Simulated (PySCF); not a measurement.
H₃BClFSi, singlet, geometry from GFN2-xTB; B3LYP/6-31G*, polarisability by finite fields (PySCF).

Input for PySCF:
```python
from pyscf import gto, scf, dft

mol = gto.Mole()
mol.atom = '''
    B    -0.073427   -0.180277    0.346506
    Cl    1.576097   -0.560102    0.029545
    F    -0.544012   -0.695743    1.473350
    Si   -1.212046    0.928001   -0.852314
    H    -2.539962    1.175307   -0.284974
    H    -1.415044    0.282046   -2.153408
    H    -0.606745    2.235456   -1.124158
'''
mol.basis = '6-31g*'
mol.charge = 0
mol.spin = 0
mol.verbose = 4
mol.build()

mf = dft.RKS(mol)
mf.xc = 'b3lyp'
mf.conv_tol = 1e-11
mf.kernel()
h0, z, done = mf.get_hcore(), mol.intor('int1e_r')[2], []
def energy(F):
    f = mf.copy()
    f.scf_summary = {}
    f.get_hcore = lambda *a: h0 + F * z
    e = f.kernel(mf.make_rdm1())
    done.append(f.converged)
    return e
F = 0.02
alpha = -(energy(F) + energy(-F) - 2 * mf.e_tot) / F**2
print('alpha_zz =', alpha)
```

What does PySCF print? Leave out banner, timings and long lists.


```
PySCF version 2.14.0

[INPUT] verbose = 4
[INPUT] num. atoms = 7
[INPUT] num. electrons = 48
[INPUT] charge = 0
[INPUT] spin (= nelec alpha-beta = 2S) = 0
[INPUT] symmetry False subgroup None
[INPUT] Mole.unit = angstrom
[INPUT] Symbol           X                Y                Z      unit          X                Y                Z       unit  Magmom
[...]
nuclear repulsion = 184.777362352538
number of shells = 34
number of NR pGTOs = 168
number of NR cGTOs = 70
basis = 6-31g*
ecp = {}

******** <class 'pyscf.dft.rks.RKS'> ********
method = RKS
initial guess = minao
damping factor = 0
level_shift factor = 0
DIIS = <class 'pyscf.scf.diis.CDIIS'>
diis_start_cycle = 1
diis_space = 8
diis_damp = 0
SCF conv_tol = 1e-11
SCF conv_tol_grad = None
SCF max_cycles = 50
direct_scf = True
direct_scf_tol = 1e-13
XC library pyscf.dft.libxc version 7.1.2
    S. Lehtola, C. Steigemann, M. J. T. Oliveira, and M. A. L. Marques,  SoftwareX 7, 1–5 (2018)
XC functionals = b3lyp
    P. J. Stephens, F. J. Devlin, C. F. Chabalowski, and M. J. Frisch,  J. Phys. Chem. 98, 11623 (1994)
radial grids:
    Treutler-Ahlrichs [JCP 102, 346 (1995); DOI:10.1063/1.469408] (M4) radial grids

becke partition: Becke, JCP 88, 2547 (1988); DOI:10.1063/1.454033
pruning grids: <function nwchem_prune>
grids dens level: 3
symmetrized grids: False
atomic radii adjust function: <function treutler_atomic_radii_adjust>
small_rho_cutoff = 0
Set gradient conv threshold to 3.16228e-06
Initial guess from minao.
tot grids = 95792
init E= -876.469590796611
[...]
cycle= 1 E= -876.214208834787  delta_E= 0.255  |g|= 0.509  |ddm|= 2.37
[...]
cycle= 2 E= -876.130437851377  delta_E= 0.0838  |g|= 0.884  |ddm|= 0.919
[...]
cycle= 3 E= -876.26059126656  delta_E= -0.13  |g|= 0.0565  |ddm|= 0.582
[...]
cycle= 4 E= -876.261289898271  delta_E= -0.000699  |g|= 0.0249  |ddm|= 0.0981
[...]
cycle= 5 E= -876.261464898109  delta_E= -0.000175  |g|= 0.00526  |ddm|= 0.0347
[...]
cycle= 6 E= -876.261473312268  delta_E= -8.41e-06  |g|= 0.000772  |ddm|= 0.0072
[...]
cycle= 7 E= -876.261473487798  delta_E= -1.76e-07  |g|= 9.68e-05  |ddm|= 0.00119
[...]
cycle= 8 E= -876.261473491195  delta_E= -3.4e-09  |g|= 2.66e-05  |ddm|= 0.000196
[...]
cycle= 9 E= -876.261473491416  delta_E= -2.21e-10  |g|= 4.66e-06  |ddm|= 3.97e-05
[...]
cycle= 10 E= -876.261473491424  delta_E= -7.5e-12  |g|= 6.87e-07  |ddm|= 5.56e-06
[...]
Extra cycle  E= -876.261473491424  delta_E= -2.27e-13  |g|= 5.63e-07  |ddm|= 1.63e-06
[...]
converged SCF energy = -876.261473491424
[...]
[...]
cycle= 6 E= -876.267220604535  delta_E= -2.66e-07  |g|= 0.000119  |ddm|= 0.00132
[...]
cycle= 7 E= -876.267220608853  delta_E= -4.32e-09  |g|= 2.48e-05  |ddm|= 0.000184
[...]
cycle= 8 E= -876.267220609038  delta_E= -1.85e-10  |g|= 4.45e-06  |ddm|= 3.8e-05
[...]
cycle= 9 E= -876.26722060905  delta_E= -1.23e-11  |g|= 9.43e-07  |ddm|= 7.21e-06
[...]
cycle= 10 E= -876.267220609047  delta_E= 2.73e-12  |g|= 2.98e-07  |ddm|= 1.7e-06
[...]
Extra cycle  E= -876.267220609044  delta_E= 3.18e-12  |g|= 4.31e-07  |ddm|= 6.9e-07
converged SCF energy = -876.267220609044

******** <class 'pyscf.dft.rks.RKS'> ********
method = RKS
initial guess = minao
damping factor = 0
level_shift factor = 0
DIIS = <class 'pyscf.scf.diis.CDIIS'>
diis_start_cycle = 1
diis_space = 8
diis_damp = 0
SCF conv_tol = 1e-11
SCF conv_tol_grad = None
SCF max_cycles = 50
direct_scf = True
direct_scf_tol = 1e-13
XC library pyscf.dft.libxc version 7.1.2
    S. Lehtola, C. Steigemann, M. J. T. Oliveira, and M. A. L. Marques,  SoftwareX 7, 1–5 (2018)
XC functionals = b3lyp
    P. J. Stephens, F. J. Devlin, C. F. Chabalowski, and M. J. Frisch,  J. Phys. Chem. 98, 11623 (1994)
radial grids:
    Treutler-Ahlrichs [JCP 102, 346 (1995); DOI:10.1063/1.469408] (M4) radial grids

becke partition: Becke, JCP 88, 2547 (1988); DOI:10.1063/1.454033
pruning grids: <function nwchem_prune>
grids dens level: 3
symmetrized grids: False
atomic radii adjust function: <function treutler_atomic_radii_adjust>
small_rho_cutoff = 0
Set gradient conv threshold to 3.16228e-06
init E= -876.263539237284
[...]
cycle= 1 E= -876.268375168795  delta_E= -0.00484  |g|= 0.0963  |ddm|= 0.471
[...]
cycle= 2 E= -876.267698932066  delta_E= 0.000676  |g|= 0.128  |ddm|= 0.268
[...]
cycle= 3 E= -876.271250351753  delta_E= -0.00355  |g|= 0.0183  |ddm|= 0.126
[...]
cycle= 4 E= -876.271334946276  delta_E= -8.46e-05  |g|= 0.00254  |ddm|= 0.0203
[...]
cycle= 5 E= -876.271336173909  delta_E= -1.23e-06  |g|= 0.000834  |ddm|= 0.00274
[...]
cycle= 6 E= -876.27133639112  delta_E= -2.17e-07  |g|= 0.000112  |ddm|= 0.00117
[...]
cycle= 7 E= -876.27133639498  delta_E= -3.86e-09  |g|= 2.55e-05  |ddm|= 0.000173
[...]
cycle= 8 E= -876.271336395172  delta_E= -1.92e-10  |g|= 4.22e-06  |ddm|= 3.5e-05
[...]
cycle= 9 E= -876.27133639518  delta_E= -8.64e-12  |g|= 8.57e-07  |ddm|= 7.11e-06
[...]
Extra cycle  E= -876.271336395178  delta_E= 2.27e-12  |g|= 6.48e-07  |ddm|= 1.94e-06
converged SCF energy = -876.271336395178
alpha_zz = 39.025053436034796
```
